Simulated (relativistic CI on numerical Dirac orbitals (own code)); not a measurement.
# Gd¹²⁺: computed level list

These numbers are calculated, not measured: Dirac-Coulomb-Breit CI, orbitals from a KLI potential per configuration, a model potential for QED, unscaled Slater integrals (own radial code, finite nucleus).

Configurations in the expansion (outside the closed core [Kr] 4d10): 4f4.5s2, 4f6, 4f5.5s, 4f2.5s2.5p2, 4f3.5s2.5p, 4f2.5s2.5d2, 4f2.5s2.5p.5d, 4f3.5s2.5d, 4f3.5s2.6s, 4f2.5s2.5d.6s, 4f2.5s2.6s2. Levels of other configurations are missing.

The lowest level is 4f4.5s2 5I_4, with 97 % of that term; Hund's rules for 4f4.5s2 give 5I with J = 4, in agreement.

```tsv
No.	Configuration	Term	J	E (cm⁻¹)	%	Lifetime (s)
1	4f4.5s2	5I	4	0.0	97	
2	4f4.5s2	5I	5	2833.3	98	7.27e-01
3	4f4.5s2	5I	6	5869.9	98	4.69e-01
4	4f4.5s2	5I	7	9011.2	97	4.87e-01
5	4f4.5s2	5I	8	12192.8	95	7.88e-01
6	4f4.5s2	5F	1	23251.0	94	
7	4f4.5s2	5F	2	24000.8	91	3.94e+01
8	4f4.5s2	5F	3	25644.1	93	3.38e+00
9	4f4.5s2	5S	2	27072.2	91	1.54e+01
10	4f4.5s2	5F	4	27235.3	82	4.05e-01
11	4f4.5s2	3K	6	28430.6	98	7.13e-02
12	4f4.5s2	5F	5	29835.5	88	7.72e-01
13	4f4.5s2	3K	7	30737.9	79	4.93e-02
14	4f4.5s2	3H	4	31709.1	53	3.24e-02
15	4f4.5s2	5G	2	33468.4	90	9.53e-01
16	4f4.5s2	3K	8	33486.4	65	4.54e-02
17	4f4.5s2	5G	3	33802.2	61	4.21e-01
18	4f4.5s2	3H	5	36228.2	57	4.03e-02
19	4f4.5s2	5G	4	37726.8	72	6.54e-02
20	4f4.5s2	3G	3	38967.8	62	1.17e-01
21	4f4.5s2	3L	7	40182.6	81	6.83e-02
22	4f4.5s2	3D	2	40339.4	57	5.37e-02
23	4f4.5s2	5G	5	41110.7	71	7.99e-02
24	4f4.5s2	3H	6	41565.0	55	6.56e-02
25	4f4.5s2	3L	8	42156.8	60	1.21e-01
26	4f4.5s2	3D	1	42424.7	48	6.22e-02
27	4f4.5s2	3M	8	43767.7	46	1.00e-01
28	4f4.5s2	3L	9	43768.9	74	1.65e-01
29	4f4.5s2	3G	4	44237.7	57	3.96e-02
30	4f4.5s2	5G	6	44578.4	55	1.13e-01
31	4f4.5s2	3D	3	45346.5	85	9.73e-02
32	4f4.5s2	3P	0	45438.8	100	6.18e-01
33	4f4.5s2	1D	2	46243.3	42	6.53e-02
34	4f4.5s2	3F	4	48306.0	69	8.52e-02
35	4f4.5s2	3G	5	48681.2	66	5.18e-02
36	4f4.5s2	3P	1	49629.6	52	4.67e-02
37	4f4.5s2	3I	5	50485.7	86	6.69e-02
38	4f4.5s2	3M	9	50502.1	74	1.57e-01
39	4f4.5s2	3M	10	51471.4	98	3.55e-01
40	4f4.5s2	3F	2	51482.8	50	5.15e-02
41	4f4.5s2	3F	3	52469.0	85	5.39e-02
42	4f4.5s2	3I	6	52539.8	91	6.66e-02
43	4f4.5s2	1L	8	52951.9	53	4.15e-02
44	4f4.5s2	3F	2	53298.0	81	2.38e-02
45	4f4.5s2	3I	7	53338.6	93	7.31e-02
46	4f4.5s2	5D	0	56533.1	96	4.22e-01
47	4f4.5s2	5D	1	57482.8	97	3.35e-01
48	4f4.5s2	1G	4	58859.5	74	3.06e-02
49	4f4.5s2	5D	2	58913.1	91	1.62e-01
50	4f4.5s2	3F	3	59125.8	84	3.07e-02
51	4f4.5s2	1D	2	59828.1	48	3.53e-02
52	4f4.5s2	5D	3	60710.8	86	1.32e-01
53	4f4.5s2	5D	4	61474.8	71	1.52e-01
54	4f4.5s2	1I	6	62903.8	65	4.77e-02
55	4f4.5s2	3H	4	65312.5	66	6.64e-02
56	4f4.5s2	3F	4	65786.7	76	3.25e-02
57	4f4.5s2	1H	5	65928.1	64	3.37e-02
58	4f4.5s2	3H	5	66970.7	62	5.51e-02
59	4f4.5s2	1K	7	67395.3	92	4.69e-02
60	4f4.5s2	3H	6	69704.5	67	6.03e-02
61	4f4.5s2	1D	2	70054.7	86	2.28e-02
62	4f4.5s2	3G	4	73490.2	49	4.65e-02
63	4f4.5s2	3G	3	73741.5	80	7.01e-02
64	4f4.5s2	3G	5	76123.8	79	3.76e-02
65	4f4.5s2	1N	10	76238.3	98	6.40e-02
66	4f4.5s2	3G	4	77347.6	34	4.57e-02
67	4f4.5s2	3F	2	78635.7	97	7.32e-02
68	4f4.5s2	3K	6	78765.9	87	1.30e-01
69	4f4.5s2	3F	3	79691.8	79	4.86e-02
70	4f4.5s2	3K	8	80426.1	75	1.23e-01
```

Energies count from the lowest computed level; lifetimes are radiative, by E1, M1, E2, M2 decay to levels of this space only; some are left blank where a channel outside the calculation adds to the decay or the decay crosses a small, uncertain gap.

The mean weight of the leading LS term, summed over parents, in these 70 levels is 76 %, and that of the leading jj configuration (from the same eigenvectors) 57 %, so LS coupling describes them better.

At this charge energies of transitions that change n are usually good to better than 1 %, and those within a shell (Δn = 0) to a few per cent. Terms inside the open d or f shell come out 10 to 20 % too wide with unscaled integrals. Levels and lines within the n = 5 or 6 shells can be off by up to 10 % or somewhat more, and those that change n by about 2 %, since core polarisation is missing.

Landé's interval rule says that E(J) − E(J−1) = AJ with one A. For the ground term the intervals give A = 566.7, 506.1, 448.8, 397.7 cm⁻¹ for J = 5, 6, 7, 8; the multiplet is regular.

LS names give the leading component of a level, which can be under half, so a name can repeat, a term be missing and a line seem to break the LS rules.
